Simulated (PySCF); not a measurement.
Gas-phase reaction: InH + 2 O + 3 HBr → InBr₃ + 2 H₂O

Energies from PySCF, thermal terms from the rigid-rotor harmonic-oscillator model, ideal gas at 1 bar. † marks an energy on the PBE0/def2-TZVP geometry and frequencies. MP2 freezes the core. Open shells (unrestricted): O (multiplicity 3, electronic degeneracy 9); the rest are closed-shell singlets. Spin-orbit splitting is ignored; it lowers the true energy and changes the entropy of O. B3LYP is the form with VWN-RPA correlation. In: scalar-relativistic def2 core potential, no spin-orbit coupling. Br: all electrons, no relativistic terms. InH: computed as isolated molecules; such fragments, hydroxides, amides, oligomers or adducts are transient or little studied in the gas. MP2 isn't extrapolated to the basis-set limit; its ΔH°(298 K) is -1296.8 kJ in def2-SVP and -1376.8 kJ in def2-TZVPP. The harmonic model lacks anharmonicity and excited electronic states, which grow with temperature; levels with a mode under 35 cm⁻¹ are left out. Soft modes under 120 cm⁻¹ make the harmonic entropy rough for InBr₃.

```tsv
level	ΔE electronic, kJ	ΔH°(298 K), kJ	ΔS°(298 K), J/K	ΔG°(1800 K), kJ
B3LYP/def2-TZVP†	-1308	-1254	-374	-564
M06-2X/def2-TZVP†	-1411	-1356	-374	-667
MP2/def2-SVP†	-1352	-1297	-374	-607
PBE/def2-TZVP†	-1394	-1339	-374	-649
PBE0/def2-SVP†	-1314	-1260	-374	-570
r2SCAN/def2-TZVP†	-1376	-1321	-374	-632
LDA/def2-TZVP†	-1606	-1551	-374	-862
```
ΔH° is lowest at LDA/def2-TZVP† and highest at B3LYP/def2-TZVP†. No reference value is set beside these.
